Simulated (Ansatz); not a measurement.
Cost and result for the atomization energy of F$_{2}$H$_{5}$NO$_{2}$Si$_{2}$ (`O[SiH2]N[Si](O)(F)F`) (12 atoms, 11 bonds).

Cartesian coordinates in Å:
```
O -1.4725 1.0723 -0.9295
Si -1.4389 -0.5531 -0.7652
N 0.0434 -0.9892 0.0335
Si 1.1395 -0.0101 0.8507
O 1.2664 1.4128 0.0681
F 0.7623 0.3109 2.3565
F 2.5299 -0.7614 0.9311
H -0.6181 1.5073 -1.0161
H -2.6421 -0.9199 0.0178
H -1.4600 -1.2874 -2.0581
H 0.3260 -1.9555 -0.0598
H 1.5641 2.1734 0.5710
```

Charge 0, multiplicity 1. The structure was optimised at the PBE0-D4/def2-TZVP level. It is one conformer, not always the lowest. Program: Ansatz. All runs use 2 threads of an AMD EPYC 7R13 on a shared host and a share of an NVIDIA H100 80 GB. Times are those of one run each, without the atoms' runs, and a repeat can differ threefold. Electronic energies, without spin–orbit coupling; frozen cores. CCSD(T)/CBS adds CCSD(T) − MP2 in def2-TZVPP to the MP2 limit, and its time is that of the two runs behind it. T1 = 0.011. B3LYP takes the VWN-RPA correlation (the form of Gaussian; ORCA's B3LYP/G).

CCSD(T)/CBS is a level of theory with its own doubt, some kJ/mol a heavy atom from the limit and from the frozen cores, so smaller differences don't rank the functionals.

| level | functions | wall time |
| --- | --- | --- |
| PBE-D4/def2-TZVPP (with forces) | 309 | 3.3 s |
| B2PLYP/def2-TZVPP | 309 | 3.3 s |
| PBE0-D4/def2-TZVPP | 309 | 3.8 s |
| MP2/def2-QZVPP | 575 | 4.2 s |
| r2SCAN-D4/def2-TZVPP (with forces) | 309 | 4.4 s |
| B3LYP-D4/def2-TZVPP (with forces) | 309 | 6 s |
| CCSD(T)/def2-TZVPP | 309 | 7 s |
| ωB97X-V/def2-TZVPP | 309 | 7.5 s |
| ωB97M-V/def2-TZVPP (with forces) | 309 | 9 s |
| CCSD(T)/CBS(def2) | – | 11 s |

(1) What atomization energy does each give, and how far from CCSD(T)/CBS? (Best estimate.)

Results:

(1) Ansatz gave: 
```json
{"level": "PBE-D4/def2-TZVPP (with forces)", "atomization (kJ/mol)": "4877.0", "difference from CCSD(T)/CBS": "2.4", "per bond": "0.2"}
{"level": "B2PLYP/def2-TZVPP", "atomization (kJ/mol)": "4785.2", "difference from CCSD(T)/CBS": "-89.4", "per bond": "-8.1"}
{"level": "PBE0-D4/def2-TZVPP", "atomization (kJ/mol)": "4769.0", "difference from CCSD(T)/CBS": "-105.6", "per bond": "-9.6"}
{"level": "MP2/def2-QZVPP", "atomization (kJ/mol)": "4960.0", "difference from CCSD(T)/CBS": "85.4", "per bond": "7.8"}
{"level": "r2SCAN-D4/def2-TZVPP (with forces)", "atomization (kJ/mol)": "4834.5", "difference from CCSD(T)/CBS": "-40.1", "per bond": "-3.6"}
{"level": "B3LYP-D4/def2-TZVPP (with forces)", "atomization (kJ/mol)": "4813.9", "difference from CCSD(T)/CBS": "-60.7", "per bond": "-5.5"}
{"level": "CCSD(T)/def2-TZVPP", "atomization (kJ/mol)": "4710.6", "difference from CCSD(T)/CBS": "-164.0", "per bond": "-14.9"}
{"level": "ωB97X-V/def2-TZVPP", "atomization (kJ/mol)": "4856.2", "difference from CCSD(T)/CBS": "-18.4", "per bond": "-1.7"}
{"level": "ωB97M-V/def2-TZVPP (with forces)", "atomization (kJ/mol)": "4858.5", "difference from CCSD(T)/CBS": "-16.1", "per bond": "-1.5"}
{"level": "CCSD(T)/CBS(def2)", "atomization (kJ/mol)": "4874.6", "difference from CCSD(T)/CBS": "0.0", "per bond": "0.0"}
```

In def2-TZVPP, CCSD(T) changes the Hartree–Fock value by +1246.8 kJ/mol (the triples alone add +72.9 kJ/mol) and MP2 by +1395.9 kJ/mol; breaking electron pairs costs correlation energy, which Hartree–Fock lacks. The D4 term adds +50.3 kJ/mol with B3LYP and +26.4 kJ/mol with PBE0; it sums over pairs of atoms, weighted by their polarisabilities, and B3LYP, whose exchange is more repulsive, gets the larger term. From PBE to PBE0 (25 % exact exchange), in def2-TZVPP and without D4, the atomization energy moves by −103.2 kJ/mol: exact exchange takes away binding that semilocal exchange gives to molecules.
